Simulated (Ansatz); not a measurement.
A geometry relaxed with PBE0-D3(BJ)/def2-TZVP run with Ansatz (a first-principles code), charge 0, multiplicity 1:

```xyz
13

C     -1.6042    -0.6390     0.2994
H      1.5099    -0.9425     1.6483
O      1.0233     1.8460    -0.7784
H      1.4566    -1.8517    -0.5784
H      3.0288    -0.0875    -0.0368
H      0.3439     2.4853    -1.0232
H     -2.2655    -1.0678    -0.4602
C     -0.9042     0.5728    -0.2123
H     -0.9042    -1.4213     0.6021
Si     1.6620    -0.6067     0.2079
H     -1.5392     1.4009    -0.5352
C      0.4191     0.7143    -0.3017
H     -2.2265    -0.4028     1.1684
```

Write the SMILES of this molecule.

`C/C=C(/O)[SiH3]`
